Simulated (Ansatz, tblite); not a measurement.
Cost and result up the ladder for the cluster Hf₂Si₂ (the lowest singlet isomer of a short search) (4 atoms). The state is a singlet with charge 0. Geometry: PBE-D4/def2-SVP.

```
atom   x (Å)   y (Å)   z (Å)
 Hf1  -1.275   0.699   0.697
 Hf2  -0.042  -1.552  -0.436
 Si3   0.184   0.784  -1.357
 Si4   1.133   0.068   1.096
```

Ansatz on 4 threads of Arm Neoverse V2 on a shared host; xTB runs through tblite on one thread. Times are rough, summed over both states, and most runs start from the orbitals of an earlier one. ωB97X-V/def2-TZVP serves as the yardstick here, not as an exact answer. The other state is a quintet at its own geometry, which has other bonds, so the gap mixes isomer and spin.

In the def2 sets Hf takes a core potential; there is no spin–orbit coupling. The xTB rows come from tblite. HSE06 is defined as in plane-wave codes, on full-range PBE exchange. Correlated methods freeze 10 core orbitals; core or outer-core shells of Hf are correlated, in sets that lack core-valence functions. The structure comes from a short search, and lower isomers may exist.

Run but left out: r2SCAN-D4/def2-TZVP (singlet: restricted singlet, unstable towards broken spin symmetry); B2PLYP/def2-TZVP (singlet: restricted singlet, unstable in another Hartree–Fock run and untested here).

Correlated methods converge slowly with the basis.

xTB has no spin-polarisation term.

| level | functions | wall time | quintet − singlet (eV) | difference from ωB97X-V/def2-TZVP (eV) | remarks |
| --- | --- | --- | --- | --- | --- |
| GFN2-xTB | 36 | 0.025 s | 0.33 | -0.44 | – |
| PBE-D4/def2-TZVP | 154 | 4.7 s | 0.77 | 0.01 | – |
| HSE06-D4/def2-TZVP | 154 | 7 s | 0.56 | -0.20 | – |
| PBE0-D4/def2-TZVP (with forces) | 154 | 8.5 s | 0.57 | -0.20 | – |
| RPA@PBE/def2-TZVP | 154 | 9.2 s | 1.15 | 0.38 | test for broken spin undecided (singlet) |
| r2SCANh-D4/def2-TZVP | 154 | 14 s | 0.35 | -0.42 | – |
| CAM-B3LYP-D4/def2-TZVP | 154 | 15 s | 0.67 | -0.10 | – |
| ωB97X-V/def2-TZVP | 154 | 49 s | 0.77 | 0.00 | – |
